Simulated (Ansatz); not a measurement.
The cluster Sr₃O₃. Total charge 0; singlet. Geometry PBE0-D4/def2-SVP; atoms count from 1.

```tsv
atom	x (Å)	y (Å)	z (Å)
Sr1	2.031	-0.786	-0.628
Sr2	-1.364	1.207	1.349
Sr3	-1.402	-2.257	-0.133
O4	-0.488	-0.182	-0.651
O5	0.258	1.030	-0.596
O6	0.964	0.989	0.659
```

In the def2 sets Sr takes a core potential; there is no spin–orbit coupling. The structure holds 2 bond(s) between oxygen atoms. The restricted singlet is unstable towards broken spin symmetry in Hartree–Fock (as tested in another run); at PBE0-D4/def2-TZVP this wasn't settled. Another isomer (singlet) lies 7.47 eV lower at PBE0-D4/def2-TZVP; other spin states weren't run for this one.

Q: Estimate the Mulliken populations from the PBE0/def2-TZVP orbitals of Ansatz.

A: 
```csv
atom,charge (e)
Sr1,0.53
Sr2,0.53
Sr3,0.39
O4,-0.66
O5,-0.16
O6,-0.62
```
Mulliken values and Mayer orders depend strongly on the basis.

Q: And the Mayer bond orders between bonded heavy atoms (over 0.3)?

A: Sr1–Sr3 0.78 (3.77 Å); Sr2–Sr3 0.78 (3.77 Å); O4–O5 0.81 (1.42 Å); O5–O6 0.81 (1.44 Å).
